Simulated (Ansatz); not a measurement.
System: CsBr, charge 0, singlet. CsBr (SMILES [Cs][Br]).
B3LYP-D3(BJ)/def2-TZVP minimum from Ansatz (a quantum-chemistry and plane-wave program):
```xyz
2

Cs     0.0000     0.0000    -1.2201
Br     0.0000     0.0000     1.9173
```
Charge 0, spin multiplicity 1.

Quantity: atomisation energy (electronic, to ground-state atoms), in kcal/mol. Open shells are spin-unrestricted; no spin-orbit coupling. Correlated methods leave the cores frozen (noble-gas shells, and filled d and f shells in the p block). Past Kr the def2 sets carry scalar-relativistic core potentials. CBS(X,Y): correlation extrapolated as X^-3, Hartree-Fock from the larger set. A bracket is a step between two methods taken in the basis named. For partners of very few electrons the exact lower level stands in for a higher one. Spin-orbit terms, left out, reach several kcal/mol for Br and I, and more for heavier atoms.

CCSD(T)/CBS(def2-TZVPP,def2-QZVPP) + [CCSDT(Q) - CCSD(T)]/def2-QZVPP + [CCSDTQ - CCSDT(Q)]/def2-SVP (Ansatz) gives 98.4 kcal/mol.

### Question
How far off this value is PBE/def2-TZVPD (Ansatz), in which direction, and how far these levels: r2SCAN/def2-TZVPD, B3LYP/def2-TZVPD, PBE0/def2-TZVPD, wB97M-V/def2-TZVPD, B2PLYP/def2-TZVPD, CCSD(T)/CBS(def2-TZVPP,def2-QZVPP)?

### Answer
PBE gives 93.1 kcal/mol, 5.3 kcal/mol below it. Differences of the others: r2SCAN/def2-TZVPD (Ansatz) -1.3; B3LYP/def2-TZVPD (Ansatz) -7.4; PBE0/def2-TZVPD (Ansatz) -4.9; wB97M-V/def2-TZVPD (Ansatz) -2.5; B2PLYP/def2-TZVPD (Ansatz) -6.0; CCSD(T)/CBS(def2-TZVPP,def2-QZVPP) (Ansatz) 0.0 kcal/mol.
